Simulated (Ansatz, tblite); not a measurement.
Removing an electron: (HZn-mu-OH)2 (Zn2O2H4). Total charge 0; singlet. Geometry: r2SCAN-D4/def2-SVP. Ansatz, gas phase; energy differences of separate SCF runs; the oxidised species was run as a doublet alone.

```xyz
8

Zn   -1.468    0.193    0.026
H    -2.983    0.391    0.054
O     0.162    1.225    0.051
Zn    1.468   -0.193   -0.026
H     2.983   -0.392   -0.052
O    -0.162   -1.225   -0.053
H     0.287    2.177    0.092
H    -0.287   -2.177   -0.092
```

The xTB rows come from tblite.

Estimate orbital energies and vertical ionisation energies at: GFN1-xTB; GFN2-xTB; PBE-D4/def2-TZVP; r2SCAN-D4/def2-TZVP; PBE0-D4/def2-TZVP.


```tsv
level	−HOMO (eV)	vertical IE (eV)	−LUMO (eV)	HOMO–LUMO gap (eV)
GFN1-xTB	11.15	14.04	4.67	6.47
GFN2-xTB	11.56	14.49	5.15	6.41
PBE-D4/def2-TZVP	6.59	9.39	1.09	5.50
r2SCAN-D4/def2-TZVP	6.87	9.56	0.62	6.25
PBE0-D4/def2-TZVP	7.83	9.82	0.20	7.63
```

Relaxing the oxidised species (r2SCAN-D4/def2-SVP) changes its energy by -0.08 eV at PBE-D4/def2-TZVP, so the adiabatic ionisation energy to this nearest minimum is 9.31 eV. At PBE0-D4/def2-TZVP it is 9.71 eV.   Raw xTB energy differences between charge states are shifted by several eV; the methods need an empirical correction for them.
